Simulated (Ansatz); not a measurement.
```yaml
crystal:
  periodic: [false, false, false]
  atoms:
    - {symbol: F, position_ang: [1.123045, -0.850309, 1.876584]}
    - {symbol: Si, position_ang: [0.161523, -1.085943, 0.472342]}
    - {symbol: F, position_ang: [1.256031, -1.896558, -0.467313]}
    - {symbol: Si, position_ang: [-0.188439, 1.028420, -0.389132]}
    - {symbol: Cl, position_ang: [-1.270609, 0.638858, -2.101255]}
    - {symbol: Cl, position_ang: [-1.375799, 2.054856, 0.610835]}
    - {symbol: Cl, position_ang: [1.449626, 2.233500, -0.835037]}
    - {symbol: H, position_ang: [-0.981043, -1.901485, 0.715056]}
basis:
  gaussian: {orbitals: x2c-TZVPPall, nuclear_model: gaussian}
hamiltonian: {xc: {name: B97}}
```

```sh
$ ansatz run in.yaml --threads 2 --pin off --events-out ev --progress --plain --max-ram 32768MiB --backend cuda --devices 0, --max-vram 18GiB
```

Output, abridged:

```
Functional definition: B97
  name "B97"
  cite "Becke, J. Chem. Phys. 107, 8554 (1997) doi:10.1063/1.475007"
  parameter cx = 0.1943
  parameter cx0 = 0.8094
  parameter cx1 = 0.5073
  parameter cx2 = 0.7481
  parameter css0 = 0.1737
  parameter css1 = 2.3487
  parameter css2 = -2.4868
  parameter cos0 = 0.9454
  parameter cos1 = 0.7471
  parameter cos2 = -4.5961
  exchange = spin_sum(e_x_unif_s*poly(b97_u_x, cx0, cx1, cx2)) + cx*exact_x
  correlation = spin_sum(e_c_pw_same_spin*poly(b97_u_same, css0, css1, css2))
      + integral(e_c_pw_opposite_spin*poly(b97_u_opposite, cos0, cos1, cos2))
1866 factors; their error is unknown
mean field evaluation 1: about -58925.6553 eV, gradient 4.8e1 eV
mean field evaluation 2: about -58918.5064 eV, gradient 8.6e1 eV
mean field evaluation 4: about -58929.0248 eV, gradient 2.1e0 eV
mean field evaluation 8: about -58929.0327 eV, gradient 7.6e-2 eV
mean field evaluation 16: about -58929.1355 eV, gradient 6.0e-5 eV
mean field -58929.13551998 eV, -2165.6057867565 hartree, gradient 6.0e-5 eV, S^2 0.000000; 0 other end points of the search recorded, 0 dependent functions left out
reference -58929.13554402 eV, -2165.6057876399 hartree; 49, 49 occupied and 237, 237 virtual orbitals, 1866 factors
Total energy: -58929.13554402 eV, -2165.6057876399 hartree
Relativity: scalar
```

It took 2.7 s on 2 threads of an AMD EPYC 7R13 on a shared host and a share of an NVIDIA H100 80 GB, with 0.87 GiB of host memory at the peak.
